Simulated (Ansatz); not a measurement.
System: CH₇Si₂ (charge 0, doublet). SMILES: C[SiH2][SiH2]
Geometry from a B3LYP-D3(BJ)/def2-TZVP (Ansatz, an electronic-structure program) optimisation:
```xyz
10

C     -1.6848    -0.9066     0.5862
Si    -0.6609     0.5072    -0.1236
Si     1.6254     0.0451    -0.2256
H     -2.7427    -0.6355     0.6099
H     -1.3687    -1.1417     1.6035
H     -1.5756    -1.8070    -0.0202
H     -0.8386     1.7252     0.7069
H     -1.1199     0.8208    -1.5004
H      1.9845    -1.0828    -1.1258
H      2.2679    -0.1717     1.0978
```
Charge 0, spin multiplicity 2.

Quantity: atomisation energy, in kcal/mol. Terms: no spin-orbit coupling; atomisation electronic, to ground-state atoms; no dispersion term unless named; non-relativistic; LANL2DZ with its own core potentials from Na on; 6-311+G** with 5d, 6d on Na to Ar in Ansatz; valence correlation only; six Cartesian d functions in 6-31G* and its kin unless marked 5d; UHF or UKS for open shells. CBS(X,Y): correlation extrapolated as X^-3; Hartree-Fock from the larger set. First-principles rows: single points at B3LYP-D3(BJ) geometries (Ansatz).

Coupled cluster (Ansatz) is a level with limits of its own, used here on species with T1 under 0.025 (0.045 for open shells) and stable references: CCSD(T)/CBS(aug-cc-pV(T+d)Z,aug-cc-pV(Q+d)Z).

Value to compare with, CCSD(T)/CBS(aug-cc-pV(T+d)Z,aug-cc-pV(Q+d)Z) (Ansatz): 746.7 kcal/mol.

```json
[
 {"level": "PBE/STO-3G", "program": "Ansatz", "atomisation energy (kcal/mol)": "997.7", "difference": "251.0"},
 {"level": "PBE/3-21G", "program": "Ansatz", "atomisation energy (kcal/mol)": "723.8", "difference": "-22.9"},
 {"level": "PBE/LANL2DZ", "program": "Ansatz", "atomisation energy (kcal/mol)": "732.8", "difference": "-13.9"},
 {"level": "PBE/6-31G*", "program": "Ansatz", "atomisation energy (kcal/mol)": "738.5", "difference": "-8.2"},
 {"level": "PBE/def2-SVP", "program": "Ansatz", "atomisation energy (kcal/mol)": "739.2", "difference": "-7.5"},
 {"level": "PBE/6-311+G**", "program": "Ansatz", "atomisation energy (kcal/mol)": "734.2", "difference": "-12.5"},
 {"level": "PBE/def2-TZVPD", "program": "Ansatz", "atomisation energy (kcal/mol)": "740.1", "difference": "-6.6"}
]
```

Among the 6 habitual levels, PBE/STO-3G lies farthest from CCSD(T)/CBS(aug-cc-pV(T+d)Z,aug-cc-pV(Q+d)Z) (Ansatz) (251.0 kcal/mol) and PBE/def2-SVP nearest (-7.5); 1 of 6 lie above it, and their mean absolute difference is 52.7 kcal/mol, the median 13.2. One case shows no general order.

The sets are all those run for this method; left out are runs that failed, that the program found above a lower state of the same kind, or whose <S^2> lies over 0.5 above the pure value.
